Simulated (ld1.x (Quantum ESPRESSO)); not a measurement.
**Logarithmic derivatives: oxygen (O), RRKJ**

| Item | Value |
| --- | --- |
| Element | O (Z = 8) |
| Generator | ld1.x (Quantum ESPRESSO) 7.5 |
| Type | norm-conserving RRKJ (Kleinman–Bylander form) |
| Functional | BLYP |
| Relativity | scalar-relativistic |
| Frozen core | [He] |
| Valence charge | 6 |
| Reference configuration | 2s1.75 2p4.25 |
| Partial waves | 2s (bound): rc 0.60 bohr; 2p (bound): rc 1.10 bohr |
| Local potential | all-electron potential smoothed inside 0.60 bohr (lloc = -2) |
| Core correction | none |
| rho0 | 0.001 |

The phase is arctan(r·u′/u) with u = r·R(r), unwrapped; energies in Ry, scanned from -4 to 5 Ry. A pole is an energy at which the radial function vanishes at the test radius. The pseudo phase is shifted by a multiple of π to meet the all-electron one at the reference energy, and phase errors are pseudo minus all-electron; the curves can meet again beyond the range given. Levels narrower than the energy grid can be missing from the lists of poles.

Problem. For each channel, where are the poles, and over which energies does the pseudopotential scatter like the atom?

Solution.

```tsv
channel	radius (bohr)	reference energy (Ry)	poles, all-electron	poles, pseudo	unbroken range about the reference energy with phases within 0.05 rad	phase error 1 Ry above the reference energy (rad)
s	1.19	-1.76	2.98	2.91	the whole range	-0.001
p	1.19	-0.67	2.88	2.93	the whole range	+0.001
```

Phases in the p channel:

```tsv
E (Ry)	all-electron	pseudo
-4.00	1.028	1.030
-3.52	0.966	0.967
-3.04	0.881	0.883
-2.56	0.760	0.762
-2.08	0.579	0.580
-1.60	0.301	0.302
-1.12	-0.095	-0.095
-0.64	-0.531	-0.531
-0.16	-0.880	-0.879
0.32	-1.113	-1.112
0.80	-1.266	-1.265
1.28	-1.373	-1.370
1.76	-1.450	-1.447
2.24	-1.509	-1.506
2.72	-1.557	-1.553
3.20	-1.597	-1.592
3.68	-1.632	-1.626
4.16	-1.664	-1.657
4.64	-1.693	-1.685
```
